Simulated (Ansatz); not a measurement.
Ansatz (a first-principles code) input (wB97X-V/def2-TZVP):

Ansatz 0.2 input:
```yaml
crystal:
  periodic: [false, false, false]
  atoms:
    - {symbol: Si, position_ang: [1.00715407, 0.28468245, 0.17360047]}
    - {symbol: O, position_ang: [-0.30915855, -0.50769802, -0.41545000]}
    - {symbol: C, position_ang: [-1.64107861, -0.18925907, -0.04625178]}
    - {symbol: H, position_ang: [2.18800046, -0.34271057, -0.45105360]}
    - {symbol: H, position_ang: [1.08091493, 0.16486738, 1.65269768]}
    - {symbol: H, position_ang: [0.95157032, 1.73046119, -0.16427399]}
    - {symbol: H, position_ang: [-1.89316587, 0.84135799, -0.31665681]}
    - {symbol: H, position_ang: [-1.79732316, -0.31872721, 1.02969620]}
    - {symbol: H, position_ang: [-2.31041357, -0.86366448, -0.57970537]}
basis:
  gaussian:
    orbitals: def2-TZVP
hamiltonian:
  xc: {name: wB97X-V}
relax: {f_tol: 0.003, max_steps: 100}
```

End of the output:

```
276 factors; integrals over basis functions are off by at most 5.2e-7 eV
0.23 GiB of the device are held for the grids
0.89 GiB of device memory are held for the factors and their scratch space
mean field: 0.56 GiB planned
mean field -11059.33280258 eV, -406.4229842097 hartree, gradient 7.9e-6 eV, S^2 0.000000; 0 other end points of the search recorded, 0 dependent functions left out
the calculation of the forces begins
reference -11059.33280055 eV, -406.4229841351 hartree; 17, 17 occupied and 118, 118 virtual orbitals, 847 factors
relax step   6: F+E_penalty+E_count = -11059.33280258 eV  Δ(F+E_penalty+E_count) = -6.182e-5 eV  max|allowed force component| = 1.357e-3 eV/Å  Δτ_max = 0.0056 Å  (34 SCF iters, accepted)
integrals: 0.07 GiB planned
847 factors; their error is unknown
integrals: 0.11 GiB planned
276 factors; integrals over basis functions are off by at most 5.2e-7 eV
0.23 GiB of the device are held for the grids
0.89 GiB of device memory are held for the factors and their scratch space
mean field: 0.56 GiB planned
mean field evaluation 64: about -11059.3076 eV, gradient 2.3e-1 eV
mean field -11059.33280258 eV, -406.4229842097 hartree, gradient 5.0e-5 eV, S^2 0.000000; 1 other end points of the search recorded, 0 dependent functions left out
the calculation of the forces begins
reference -11059.33280055 eV, -406.4229841351 hartree; 17, 17 occupied and 118, 118 virtual orbitals, 847 factors
Total energy: -11059.33280055 eV, -406.4229841351 hartree
Atom 0 at     1.000303     0.280715     0.170670 Å, force    -0.000657     0.000063     0.000101 eV/Å
Atom 1 at    -0.308153    -0.518539    -0.424863 Å, force    -0.000878    -0.000125    -0.000046 eV/Å
Atom 2 at    -1.632630    -0.188021    -0.045787 Å, force     0.001357     0.000077    -0.000030 eV/Å
Atom 3 at     2.193234    -0.337252    -0.446723 Å, force     0.000309    -0.000591    -0.000531 eV/Å
Atom 4 at     1.062858     0.159897     1.652848 Å, force    -0.000854    -0.000011     0.000186 eV/Å
Atom 5 at     0.933257     1.728595    -0.167726 Å, force    -0.000865     0.000122     0.000032 eV/Å
Atom 6 at    -1.876777     0.847124    -0.315793 Å, force     0.000214    -0.000481    -0.000147 eV/Å
Atom 7 at    -1.780695    -0.315858     1.033922 Å, force     0.000191    -0.000202    -0.000471 eV/Å
Atom 8 at    -2.314897    -0.857350    -0.573946 Å, force     0.001183     0.001149     0.000906 eV/Å
Dipole moment:    -0.185813     0.108473     0.106693 e Å
```
